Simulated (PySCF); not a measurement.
(1S)-1-bromo-1-chloroethane (C2H4BrCl), SMILES C[C@@H](Cl)Br.

Geometry optimised at PBE-D3(BJ)/def2-SVP.

Level of theory: PBE-D3(BJ)/def2-SVP run with PySCF.

Frequencies are harmonic and unscaled.

**Question.** List the normal modes with their intensities. (The exact figures need the calculation; the answer reports its results.)

**Answer.** 
```tsv
mode	ν (cm⁻¹)	IR (km/mol)	moving atoms (share of kinetic energy)
1	213	0.4	Cl 56 %, Br 30 %, C 12 %
2	264	1.0	H 64 %, C 24 %
3	288	1.0	H 62 %, C 23 %, Br 10 %
4	371	5.0	C 53 %, H 23 %, Cl 20 %
5	550	33.8	C 71 %, H 19 %, Br 9 %
6	653	76.2	C 62 %, Cl 23 %, H 15 %
7	949	11.1	H 70 %, C 30 %
8	1019	36.5	H 68 %, C 31 %
9	1072	7.3	C 71 %, H 28 %
10	1159	41.9	H 88 %, C 11 %
11	1239	12.9	H 80 %, C 20 %
12	1339	12.2	H 76 %, C 24 %
13	1398	9.7	H 97 %
14	1406	2.0	H 97 %
15	2982	5.2	H 97 %
16	3072	0.6	H 92 %, C 8 %
17	3079	3.9	H 91 %, C 9 %
18	3097	3.1	H 91 %, C 9 %
```
